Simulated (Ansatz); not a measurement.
Basis sets compared for SiHMe2(SiH3) (C2H10Si2). Charge 0, multiplicity 1. Geometry PBE-D4/def2-SVP. Ansatz on 4 threads of Intel Xeon on a shared host; times are rough, and most runs start from earlier orbitals.

```xyz
14

Si   -0.309    0.298    0.380
H    -1.438    1.035    1.062
C     0.207   -1.178    1.453
H    -0.645   -1.868    1.623
H     0.571   -0.834    2.443
H     1.022   -1.753    0.968
C     1.143    1.490    0.125
H     0.837    2.369   -0.478
H     1.981    0.988   -0.401
H     1.522    1.859    1.101
Si   -1.094   -0.466   -1.707
H    -2.320   -1.331   -1.556
H    -0.033   -1.291   -2.393
H    -1.444    0.682   -2.620
```

Binding counts from free atoms (Si triplet, H doublet, C triplet) in the same basis, without a counterpoise term.

```json
{"level": "PBE-D4/def2-SVP", "functions": "114", "energy (Eh)": "-660.5593", "HOMO (eV)": "-6.62", "LUMO (eV)": "-0.14", "binding per atom (eV)": "3.54", "wall time": "2.9 s"}
{"level": "PBE-D4/def2-TZVP (with forces)", "functions": "196", "energy (Eh)": "-660.8534", "HOMO (eV)": "-6.64", "LUMO (eV)": "-0.46", "binding per atom (eV)": "3.54", "wall time": "5.5 s"}
{"level": "r2SCAN-D4/def2-TZVP", "functions": "196", "energy (Eh)": "-661.1666", "HOMO (eV)": "-6.88", "LUMO (eV)": "-0.15", "binding per atom (eV)": "3.54", "wall time": "8 s"}
{"level": "PBE0-D4/def2-SVP", "functions": "114", "energy (Eh)": "-660.6433", "HOMO (eV)": "-7.78", "LUMO (eV)": "0.67", "binding per atom (eV)": "3.53", "wall time": "2.7 s"}
{"level": "PBE0-D4/def2-TZVP", "functions": "196", "energy (Eh)": "-660.9320", "HOMO (eV)": "-7.75", "LUMO (eV)": "0.35", "binding per atom (eV)": "3.52", "wall time": "5.5 s"}
```

Task: Estimate the rows for PBE-D4/def2-TZVPD, r2SCAN-D4/def2-TZVPD, PBE0-D4/def2-TZVPD.

Result: 
```csv
level,functions,energy (Eh),HOMO (eV),LUMO (eV),binding per atom (eV),wall time
PBE-D4/def2-TZVPD,250,-660.8542,-6.65,-0.68,3.54,8 s
r2SCAN-D4/def2-TZVPD,250,-661.1672,-6.88,-0.24,3.54,11 s
PBE0-D4/def2-TZVPD,250,-660.9326,-7.76,0.03,3.52,9 s
```
